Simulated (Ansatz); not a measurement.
Gas-phase electronic energies from Ansatz, PBE0-D4/def2-TZVP geometries. CCSD(T)/CBS is the MP2 limit (def2-TZVPP, def2-QZVPP) plus CCSD(T) − MP2 in def2-TZVPP, frozen cores. Functionals use def2-TZVPP. B3LYP here is the variant with VWN-RPA as its local correlation; programs differ in this. For Se outer-core shells are correlated without core-valence functions, which leaves a few kJ/mol of doubt a bond. Scalar relativity is left out up to krypton. Each species was taken in one conformer, which may not be the lowest.

`COB(C)[SeH]` + `SC1O[SiH2]1` → `COB(C)S` + `[SeH]C1O[SiH2]1`  (redistribution)

| level | ΔE (kJ/mol) | difference from CCSD(T)/CBS |
| --- | --- | --- |
| B3LYP-D4 | -4.5 | -3.2 |
| ωB97M-V | -3.0 | -1.7 |
| B2PLYP | -4.4 | -3.1 |
| PBE | -4.0 | -2.7 |
| r2SCAN | -3.7 | -2.4 |
| PBE0 | -2.5 | -1.2 |
| B3LYP | -4.7 | -3.4 |
| HF/def2-TZVPP | -2.0 | -0.7 |
| SCS-MP2/def2-TZVPP | -4.2 | -2.9 |
| CCSD(T)/def2-TZVPP | -4.1 | -2.8 |
| HF/def2-QZVPP | -2.1 | -0.8 |
| MP2/def2-QZVPP | -1.9 | -0.6 |
| SCS-MP2/def2-QZVPP | -2.9 | -1.6 |
| HF/CBS(def2) | -2.1 | -0.8 |
| MP2/CBS(def2) | -0.7 | 0.6 |
| CCSD/CBS(def2) | -0.8 | 0.5 |
| CCSD(T)/CBS | -1.3 | 0 |

Largest T1 diagnostic among the species: 0.015.
